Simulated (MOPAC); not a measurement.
MOPAC input (PM7):

```
PM7 FORCE THERMO(298,298) PRECISE LET GEO-OK AUX(PRECISION=9) THREADS=1
HAlF2O

Al   -0.02787853 1   -0.00304768 1   -0.01028829 1
F    -1.41009919 1   -0.76811843 1   -0.27552961 1
F     0.09049268 1    1.49707979 1   -0.55970228 1
O     1.21665631 1   -0.72674095 1    0.79186532 1
H     1.90232482 1   -1.12544638 1    1.23380324 1
```

Output:

```
 *******************************************************************************
 **                                                                           **
 **                              MOPAC v23.2.5                                **
 **                                                                           **
 *******************************************************************************
 ** MOPAC's Digital Object Identifier: https://doi.org/10.5281/zenodo.6511958 **
 **                                                                           **
 ** Please cite the open-source release paper for use of this MOPAC version:  **
 ** J. E. Moussa and J. J. P. Stewart (2026)                                  **
 ** MOPAC: An open-source semiempirical molecular orbital program             **
 ** J. Open Source Softw., 11(119), 8025, https://doi.org/10.21105/joss.08025 **
 *******************************************************************************

                              PM7 CALCULATION RESULTS

 *******************************************************************************
 *  PM7        - The PM7 Hamiltonian to be used
 *  GEO-OK     - OVERRIDE INTERATOMIC DISTANCE AND OTHER SAFETY CHECKS
 *  LET        - OVERRIDE SOME SAFETY CHECKS
 *  PRECISE    - TIGHTER CRITERIA TO BE USED
 *  FORCE      - FORCE CALCULATION SPECIFIED
 *  AUX        - OUTPUT AUXILIARY INFORMATION
 *  THERMO     - THERMODYNAMIC QUANTITIES TO BE CALCULATED
 *******************************************************************************
PM7 FORCE THERMO(298,298) PRECISE LET GEO-OK AUX(PRECISION=9) THREADS=1
 HAlF2O

   ATOM   CHEMICAL          X               Y               Z
  NUMBER   SYMBOL      (ANGSTROMS)     (ANGSTROMS)     (ANGSTROMS)

     1      Al         -0.02787853  *  -0.00304768  *  -0.01028829  *
     2       F         -1.41009919  *  -0.76811843  *  -0.27552961  *
     3       F          0.09049268  *   1.49707979  *  -0.55970228  *
     4       O          1.21665631  *  -0.72674095  *   0.79186532  *
     5       H          1.90232482  *  -1.12544638  *   1.23380324  *

          CARTESIAN COORDINATES

    NO.       ATOM           X           Y           Z

     1        Al         -0.0279     -0.0030     -0.0103
     2         F         -1.4101     -0.7681     -0.2755
     3         F          0.0905      1.4971     -0.5597
     4         O          1.2167     -0.7267      0.7919
     5         H          1.9023     -1.1254      1.2338

 General Reference for PM7:
 "Optimization of Parameters for Semiempirical Methods VI: More Modifications to the
 NDDO Approximations and Re-optimization of Parameters", J. J. P. Stewart, J. Mol. Mod., 1:32, 19 (2013)
 https://link.springer.com/article/10.1007/s00894-012-1667-x

           Empirical Formula: H O Al F2  =     5 atoms

      MOLECULAR POINT GROUP   :   C2v

      RHF CALCULATION, NO. OF DOUBLY OCCUPIED LEVELS = 12

          HEAT OF FORMATION =    -293.837344 KCALS/MOLE

          CARTESIAN COORDINATE DERIVATIVES
[...]
 TRANSITION DIPOLE   1.2718         Al1 -- O 4          +4.3% ( 21.0%)      0.0%
 TRAVEL (Ang.)       0.3069         Al1 -- F 3          +0.7% (  8.8%)     51.8%
 REDUCED MASS        1.1362         Al1 -- F 2          +0.7% (  8.8%)     51.8%
 EFFECTIVE MASS      2.7029
 FORCE CONSTANT      0.2657

 VIBRATION          5    2B1         ATOM PAIR     ENERGY CONTRIBUTION    RADIAL
 FREQUENCY           694.05         O 4 -- H 5         +95.6% ( 97.2%)      0.0%
 TRANSITION DIPOLE   1.4545         Al1 -- O 4          +3.8% ( 19.3%)      0.0%
 TRAVEL (Ang.)       0.3040         Al1 -- F 2          +0.3% (  5.7%)      0.0%
 REDUCED MASS        1.0515         Al1 -- F 3          +0.3% (  5.7%)      0.0%
 EFFECTIVE MASS      2.5565
 FORCE CONSTANT      0.2984

 VIBRATION          6    2A1         ATOM PAIR     ENERGY CONTRIBUTION    RADIAL
 FREQUENCY           863.20         Al1 -- F 2         +31.0% ( 61.3%)     95.5%
 TRANSITION DIPOLE   1.4532         Al1 -- F 3         +31.0% ( 61.3%)     95.5%
 TRAVEL (Ang.)       0.1136         Al1 -- O 4         +19.4% ( 48.6%)    100.0%
 REDUCED MASS        6.0487         O 4 -- H 5         +18.6% ( 47.5%)    100.0%
 EFFECTIVE MASS     19.5571
 FORCE CONSTANT      2.6555

 VIBRATION          7    3B2         ATOM PAIR     ENERGY CONTRIBUTION    RADIAL
 FREQUENCY          1023.84         Al1 -- F 2         +41.1% ( 80.5%)     89.1%
 TRANSITION DIPOLE   7.1224         Al1 -- F 3         +41.1% ( 80.5%)     89.1%
 TRAVEL (Ang.)       0.0833         Al1 -- O 4         +17.7% ( 52.8%)      0.0%
 REDUCED MASS        9.4949
 EFFECTIVE MASS     22.9249
 FORCE CONSTANT      5.8641

 VIBRATION          8    3A1         ATOM PAIR     ENERGY CONTRIBUTION    RADIAL
 FREQUENCY          1132.17         Al1 -- O 4         +53.3% (100.0%)    100.0%
 TRANSITION DIPOLE   5.6961         Al1 -- F 3         +16.0% ( 54.8%)     42.8%
 TRAVEL (Ang.)       0.0791         Al1 -- F 2         +16.0% ( 54.8%)     42.9%
 REDUCED MASS        9.5202         O 4 -- H 5         +14.6% ( 52.3%)    100.0%
 EFFECTIVE MASS     21.6414
 FORCE CONSTANT      7.1898

 VIBRATION          9    4A1         ATOM PAIR     ENERGY CONTRIBUTION    RADIAL
 FREQUENCY          2763.11         O 4 -- H 5         +99.2% (100.0%)    100.0%
 TRANSITION DIPOLE   1.8359         Al1 -- O 4          +0.8% (  8.7%)    100.0%
 TRAVEL (Ang.)       0.1604
 REDUCED MASS        0.9480
 EFFECTIVE MASS      1.4039
 FORCE CONSTANT      4.2645

      SYMMETRY NUMBER FOR POINT-GROUP C2v =  2

          SYSTEM IS A GROUND STATE

 HAlF2O

          MOLECULE IS NOT LINEAR

          THERE ARE  9 GENUINE VIBRATIONS IN THIS SYSTEM
          THIS THERMODYNAMICS CALCULATION IS LIMITED TO
          MOLECULES WHICH HAVE NO INTERNAL ROTATIONS

                    CALCULATED THERMODYNAMIC PROPERTIES
                                          *
   TEMP. (K)   PARTITION FUNCTION   H.O.F.    ENTHALPY  HEAT CAPACITY ENTROPY
                                   KCAL/MOL   CAL/MOLE    CAL/K/MOL  CAL/K/MOL

 298.00  VIB.     0.3642D+01                  1197.8502     8.3368     6.5884
         ROT.     0.3414D+05                   888.2803     2.9808    23.7239
         INT.     0.1244D+06                  2086.1305    11.3176    30.3122
         TRA.     0.7177D+27                  1480.4672     4.9680    39.1237
         TOT.                     -293.837    3566.5977    16.2856    69.4359

   *: NOTE: HEATS OF FORMATION ARE RELATIVE TO THE
            ELEMENTS IN THEIR STANDARD STATE AT 298K
              (=  Standard Enthalpy of Formation).

            Hvib:  Zero-point energy is not included.
                   frequencies of less than zero cm-1 are not included.
            Hrot = (3/2)RT
            Htra = (3/2)RT + pV = (5/2)RT

            Heat capacity is Cp, not Cv

          For more information, see: HTTP://OpenMOPAC.net/Manual/thermochemistry.html

           FORCE CONSTANT IN CARTESIAN COORDINATES (Millidynes/A)

    ATOM   CHEMICAL       X               Y               Z
   NUMBER   SYMBOL  FORCE CONSTANT  FORCE CONSTANT  FORCE CONSTANT

      1      Al        9.272973       10.007315        0.799932
      2       F        6.396916        0.272602        0.073640
      3       F        1.523451        5.146066        0.073640
      4       O        3.512384        7.999572        0.704724
      5       H        1.319514        3.185338        0.238085

 **********************
 *                    *
 * JOB ENDED NORMALLY *
 *                    *
 **********************

 == MOPAC DONE ==
```
